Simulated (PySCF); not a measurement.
# Computed properties of C2H4ClFSi, SMILES C=C[Si@@H](Cl)F

C2H4ClFSi, SMILES Cl[Si@H](C=C)F. Geometry optimised at B3LYP-D3(BJ)/def2-SVP. The structure was generated by enumeration; whether it is a known compound was not checked. One conformer was computed; it need not be the lowest. All values are computed for the isolated molecule unless a solvent is named; none is compared with measurement here.

**Structure.** All 21 harmonic modes at B3LYP-D3(BJ)/def2-SVP (PySCF) are real, so it is a minimum. With heavy atoms numbered as in [CH2:1]=[CH:2][Si@H:3]([F:4])[Cl:5], the shortest bond between them is C1–C2 at 1.340 Å and the longest Si3–Cl5 at 2.068 Å.

**Vibrations.** The strongest infrared lines (harmonic, unscaled, degenerate partners summed) lie at 839 cm⁻¹ (240 km/mol, H 85 %, Si 11 %), 910 cm⁻¹ (151 km/mol, Si 41 %, F 37 %, H 20 %), 2281 cm⁻¹ (121 km/mol, H 97 %). The softest mode is at 84 cm⁻¹ and the zero-point energy is 35.2 kcal/mol.

**Electronic structure.** M06-2X/def2-TZVP (PySCF) places the frontier levels at -9.75 and -0.19 eV, a gap of 9.56 eV, and gives a dipole moment of 2.24 D and a mean polarisability of 57.9 bohr³. PBE/def2-TZVP (PySCF) at the same geometry gives -7.37 and -2.09 eV, so its gap is 4.28 eV narrower. An orbital gap is neither the optical nor the fundamental gap.

**Excitations.** TDA-B3LYP/def2-SVPD (PySCF) has S1 at 6.33 eV (196 nm, f = 0.004, weak); the most intense of the 10 singlets computed lies at 7.44 eV (f = 0.24). T1 (TDA) is at 4.23 eV, 2.10 eV under S1. TDA-PBE/def2-SVPD (PySCF) puts S1 at 5.63 eV. No vertical singlet excitation falls in the visible range (under 3.1 eV).

**NMR.** GIAO shifts at HF/pcSseg-1 (PySCF) (non-relativistic, atoms alike by connectivity averaged): ¹³C from 136.3 to 153.7 ppm against TMS; ¹H from 5.3 to 7.0 ppm against TMS; ²⁹Si at -9.9 ppm against TMS; ¹⁹F at -139.9 ppm against CFCl3. Without spin–orbit terms, shifts of atoms bonded to Cl or Br come out too high.
